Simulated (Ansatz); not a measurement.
```yaml
crystal:
  periodic: [false, false, false]
  atoms:
    - {symbol: Cl, position_ang: [0.927120, 1.298474, 0.651318]}
    - {symbol: Se, position_ang: [-0.734377, 0.388863, -0.359147]}
    - {symbol: Cl, position_ang: [-0.192733, -1.687337, -0.292171]}
basis:
  gaussian: {orbitals: "6-31G*", point_charges: [{charge: 0.50, position_ang: [5.026, -0.482, 0.810]}]}
magnetization: {spin_polarized: true, initial_magnetization: 0}
hamiltonian: {xc: {name: wPBEh}}
accuracy: high
scf: {lower_state_search: light}
output: {forces: true}
```

```sh
$ ansatz run in.yaml --threads 2 --pin off --events-out ev --progress --plain --max-ram 32768MiB --backend cpu
```

It prints (some lines left out):

```
Functional definition: wPBEh
1304 factors; integrals over basis functions are off by at most 4.0e-9 eV
78 factors; integrals over basis functions are off by at most 2.1e-9 eV
mean field evaluation 1: about -90370.1579 eV, gradient 1.1e1 eV
mean field evaluation 2: about -90369.2530 eV, gradient 1.7e1 eV
mean field evaluation 4: about -90370.7240 eV, gradient 2.5e-1 eV
mean field evaluation 8: about -90370.7522 eV, gradient 1.3e-2 eV
mean field evaluation 16: about -90370.7522 eV, gradient 3.9e-7 eV
mean field -90370.75222263 eV, -3321.0638886856 hartree, gradient 5.2e-8 eV, S^2 0.000000; 0 other end points of the search recorded, 0 dependent functions left out
reference -90370.75222503 eV, -3321.0638887737 hartree; 34, 34 occupied and 39, 39 virtual orbitals, 1304 factors
Total energy: -90370.75222503 eV, -3321.0638887737 hartree
Atom 0 at     0.927120     1.298474     0.651318 Å, force     0.454493     0.244064     0.272297 eV/Å
Atom 1 at    -0.734377     0.388863    -0.359147 Å, force    -0.543930     0.165973    -0.282352 eV/Å
Atom 2 at    -0.192733    -1.687337    -0.292171 Å, force     0.113937    -0.412869     0.013816 eV/Å
Dipole moment:    -0.292980     0.095196    -0.127996 e Å
```

Run time 6.5 s (2 threads of an AMD EPYC 7R13 on a shared host); peak host memory 0.34 GiB.
